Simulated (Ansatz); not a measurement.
C2HN, SMILES `[CH]C#N` (lower triplet) (charge 0, multiplicity 3). This triplet lies 0.67 eV below the relaxed singlet at the level B3LYP/cc-pVTZ // PBE0-D3(BJ)/def2-TZVP (Ansatz, a quantum-chemistry and plane-wave program).

These are frozen-core CCSD(T)/6-31g // PBE0-D3(BJ)/def2-TZVP (Ansatz) values and carry that method's errors.

Ansatz 0.2 input:
```yaml
crystal:
  periodic: [false, false, false]
  atoms:
    - { symbol: C, position_ang: [-0.688702, -0.021047, 0.188816] }
    - { symbol: C, position_ang: [0.601756, 0.011205, 0.015436] }
    - { symbol: N, position_ang: [1.792277, 0.037696, -0.062547] }
    - { symbol: H, position_ang: [-1.705332, -0.027854, -0.141705] }
basis:
  gaussian: { orbitals: "6-31g" }
correlation:
  method: ccsd_t
magnetization:
  spin_polarized: true
  initial_magnetization: 2
```

Output:

```
Functional definition: HF
418 factors; integrals over basis functions are off by at most 2.4e-4 eV
mean field evaluation 1: about -3550.8291 eV, gradient 2.0e1 eV
mean field evaluation 2: about -3550.9357 eV, gradient 2.0e1 eV
mean field evaluation 4: about -3554.0089 eV, gradient 4.6e0 eV
mean field evaluation 8: about -3554.6165 eV, gradient 2.6e-1 eV
mean field evaluation 16: about -3550.8276 eV, gradient 2.0e1 eV
mean field evaluation 32: about -3549.3383 eV, gradient 2.0e-1 eV
mean field evaluation 64: about -3549.2737 eV, gradient 1.5e-3 eV
mean field -3554.62580107 eV, -130.6300887776 hartree, gradient 3.9e-6 eV, S^2 2.395074; 0 other end points of the search recorded, 0 dependent functions left out
3 core orbitals not correlated
reference -3554.62580107 eV, -130.6300887776 hartree; 8, 6 occupied and 18, 20 virtual orbitals, 418 factors
second order -5.50681384 eV of doubles, -0.00000000 eV of singles
cycle   1  -5.85893260 eV  change   -3.5e-1 eV  update   1.0e-1
cycle   2  -6.37366530 eV  change   -5.1e-1 eV  update   5.6e-2
cycle   3  -6.65542275 eV  change   -2.8e-1 eV  update   3.3e-2
cycle   4  -6.67661825 eV  change   -2.1e-2 eV  update   1.0e-2
cycle   5  -6.68075540 eV  change   -4.1e-3 eV  update   3.5e-3
cycle   6  -6.68377602 eV  change   -3.0e-3 eV  update   1.8e-3
cycle   7  -6.68445583 eV  change   -6.8e-4 eV  update   7.9e-4
cycle   8  -6.68494189 eV  change   -4.9e-4 eV  update   3.6e-4
cycle   9  -6.68508317 eV  change   -1.4e-4 eV  update   1.8e-4
cycle  10  -6.68498008 eV  change    1.0e-4 eV  update   8.9e-5
cycle  11  -6.68495307 eV  change    2.7e-5 eV  update   4.1e-5
cycle  12  -6.68493751 eV  change    1.6e-5 eV  update   1.5e-5
cycle  13  -6.68493436 eV  change    3.2e-6 eV  update   5.0e-6
perturbative correction -0.20878053 eV, -0.0076725431 hartree
Total energy: -3561.51951597 eV, -130.8834281271 hartree
```
